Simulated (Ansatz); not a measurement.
Relaxation of AlH$_{6}$NSSeSi (11 atoms, charge 0, multiplicity 1), to a largest force component of 0.015 eV/Å in at most 40 steps.

These are results of Ansatz 0.2.0, RKS B3LYP-D4/def2-SVP, not measurements.

```xyz
11
Properties=species:S:1:pos:R:3:forces:R:3
N -1.120 2.083 0.275 0.04 -1.91 -0.75
Al -0.557 0.765 -0.930 0.19 0.98 0.67
Se 1.125 1.264 -2.551 0.96 -0.36 1.31
S -1.274 -1.335 -0.742 -0.95 0.37 -0.77
Si 0.183 -1.879 0.656 0.07 0.30 1.45
H -0.343 2.441 0.828 -0.04 0.38 0.03
H -1.813 1.673 0.923 0.32 0.42 -0.16
H 2.277 0.904 -1.518 -1.37 0.34 -1.08
H 0.081 -0.994 1.904 0.14 -0.33 -0.47
H 1.508 -1.705 0.079 0.72 0.04 -0.17
H -0.002 -3.275 1.097 -0.08 -0.24 -0.06
```

Question: Where does it end, and by what steps?

Answer: It converged. The force dipped under the threshold on the way, but the program's further checks kept it going. After 26 steps the energy has fallen by 0.841 eV; Se3 moved furthest, 1.69 Å.

```csv
step,energy less start (eV),largest force component (eV/Å),accepted
0,0.0000,1.911,yes
1,-0.3224,1.258,yes
2,-0.4201,1.331,yes
3,-0.5591,0.305,yes
4,-0.5464,0.476,no
5,-0.5850,0.734,yes
6,-0.6056,0.206,yes
7,-0.6245,0.383,yes
8,-0.6421,0.673,yes
9,-0.6936,0.435,yes
10,-0.7177,0.265,yes
11,-0.7643,0.252,yes
12,-0.7694,0.193,yes
13,-0.7798,0.484,yes
14,-0.7876,0.282,yes
15,-0.8039,0.140,yes
16,-0.8078,0.231,yes
17,-0.8143,0.216,yes
18,-0.8275,0.240,yes
19,-0.8348,0.056,yes
20,-0.8369,0.138,yes
21,-0.8380,0.120,yes
22,-0.8401,0.039,yes
23,-0.8406,0.011,yes
24,-0.8410,0.033,yes
25,-0.8411,0.026,yes
26,-0.8412,0.009,yes
```

```xyz
11
Properties=species:S:1:pos:R:3
N -1.463 2.396 0.062
Al -0.430 1.005 -0.277
Se 1.753 1.384 -0.989
S -1.266 -0.998 0.064
Si 0.500 -2.163 0.502
H -1.252 3.360 -0.178
H -2.368 2.337 0.517
H 1.899 0.004 -1.493
H 1.302 -1.570 1.608
H 1.376 -2.301 -0.698
H 0.014 -3.511 0.902
```

The run took 110 s on 2 threads of Intel(R) Xeon(R) Platinum 8488C (Sapphire Rapids), with other jobs on the host, peak memory 0.38 GiB.
